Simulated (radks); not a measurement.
Radial electron density D(r) = 4 pi r^2 rho(r) of an atom or ion with 48 electrons. Calculated with a radial shooting solver on a logarithmic mesh with Libxc functionals: Dirac Kohn-Sham, LDA (Slater exchange, Perdew-Wang correlation), spin-unpolarised, spherical densities, finite nucleus; Fermi nuclear charge, rms radius of each element as measured or else 0.836 A^(1/3) + 0.57 fm.

```
   r/bohr * D(r) (the largest magnitude, 86, reaches the edge; | marks zero)
 0.002541 |     *
 0.003362 |        *
 0.004413 |            *
 0.005839 |                 *
 0.007665 |                        *
  0.01014 |                                *
  0.01331 |                                       *
  0.01761 |                                          *
   0.0233 |                                          *
  0.03059 |                                       *
  0.04047 |                                     *
  0.05312 |                                          *
  0.07029 |                                                   *
  0.09226 |                                                      *
   0.1221 |                                             *
   0.1615 |                                      *
    0.212 |                                           *
   0.2805 |                                           *
   0.3682 |                            *
   0.4872 |              *
   0.6395 |               *
   0.8461 |               *
    1.119 |        *
    1.469 |   *
    1.944 |*
    2.552 *
    3.377 *
    4.432 *
```

What is the nuclear charge?

Answer. Z = 52. The innermost maximum, from 1s, lies near gamma/Z bohr with gamma = sqrt(1 - (Z/c)^2) = 0.925, here 0.0178 bohr (found: 0.0195), and its height grows with Z. The density is that of the tellurium ion Te4+ in [Kr] 4d10 5s2; the configuration itself is not fixed sharply by these data, and Z only to a few units. D(r) has 4 maxima, at r = 0.0195, 0.0859, 0.249, 0.721 bohr, and minima at 0.0383, 0.164, 0.532 bohr, inside which lie 2.03, 11.22, 29.05 electrons.
